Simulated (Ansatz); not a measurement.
The cluster Li₈Sn. Total charge 0; singlet. Geometry PBE0-D4/def2-SVP.

```csv
atom,x (Å),y (Å),z (Å)
Li1,-1.271,2.325,-0.021
Li2,1.611,3.080,0.917
Li3,-1.760,-1.867,-2.484
Li4,3.301,-0.251,0.889
Li5,0.707,-1.951,-0.114
Li6,0.338,0.369,1.552
Li7,1.090,0.769,-1.018
Li8,-2.570,-2.187,0.784
Sn9,-1.446,-0.287,-0.505
```

In the def2 sets Sn takes a core potential; there is no spin–orbit coupling. HSE06 is defined as in plane-wave codes, on full-range PBE exchange. The restricted singlet is unstable towards broken spin symmetry in Hartree–Fock (as tested in another run); at PBE-D4/def2-TZVP, r2SCAN-D4/def2-TZVP, PBE0-D4/def2-TZVP, HSE06-D4/def2-TZVP and others this wasn't settled. Another isomer (singlet) lies 0.20 eV lower at PBE0-D4/def2-TZVP; other spin states weren't run for this one.

Question: Estimate the orbital energies around the gap (eV) in Ansatz with PBE-D4/def2-TZVP, r2SCAN-D4/def2-TZVP, PBE0-D4/def2-TZVP, HSE06-D4/def2-TZVP, CAM-B3LYP-D4/def2-TZVP.

Answer: 
```tsv
orbital	PBE-D4/def2-TZVP	r2SCAN-D4/def2-TZVP	PBE0-D4/def2-TZVP	HSE06-D4/def2-TZVP	CAM-B3LYP-D4/def2-TZVP
HOMO−5	-9.19	-9.47	-10.42	-10.02	-11.85
HOMO−4	-4.45	-4.56	-5.23	-4.84	-6.19
HOMO−3	-3.91	-3.97	-4.55	-4.19	-5.37
HOMO−2	-3.58	-3.63	-4.15	-3.81	-4.87
HOMO−1	-3.16	-3.17	-3.67	-3.34	-4.38
HOMO	-2.56	-2.52	-2.97	-2.65	-3.57
LUMO	-2.06	-1.87	-1.57	-1.89	-0.84
LUMO+1	-1.74	-1.59	-1.21	-1.54	-0.35
LUMO+2	-1.55	-1.34	-1.04	-1.36	-0.26
LUMO+3	-1.42	-1.15	-0.87	-1.20	-0.13
LUMO+4	-1.27	-1.06	-0.74	-1.07	0.08
LUMO+5	-1.04	-0.76	-0.51	-0.83	0.31
```
